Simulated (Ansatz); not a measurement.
Frontier orbitals of C2H8OSi, SMILES `CC[SiH2]O`.

Total charge 0; spin multiplicity 1. The geometry is a stationary point of PBE0-D4/def2-TZVP. It is one conformer, not always the lowest. Basis def2-TZVPP, the Gaussian-basis code of Ansatz.

```
 functional  HOMO (eV)  LUMO (eV)  gap (eV)
LDA (SPW92)      -6.77      -0.71      6.06
        PBE      -6.67      -0.49      6.18
     B97M-V      -7.11      -0.30      6.81
       PBE0      -8.05       0.38      8.43
      B3LYP      -7.86       0.07      7.93
  CAM-B3LYP      -9.47       1.23     10.70
    LC-ωPBE     -10.79       2.52     13.31
    ωB97M-V     -10.32       1.93     12.25
         HF     -11.37       3.22     14.59
```

A quarter of exact exchange (PBE0) shifts PBE's HOMO by −1.38 eV and its LUMO by +0.87 eV; full exchange at long range (ωB97M-V) shifts them by −3.65 and +2.43 eV. The gap opens from 6.18 to 12.26 eV, since occupied levels lose self-interaction and empty ones feel all the electrons. A positive LUMO is unbound and depends on the basis.

B3LYP here is the variant with VWN-RPA as its local correlation; programs differ in this. LC-ωPBE has ω = 0.4 bohr⁻¹.
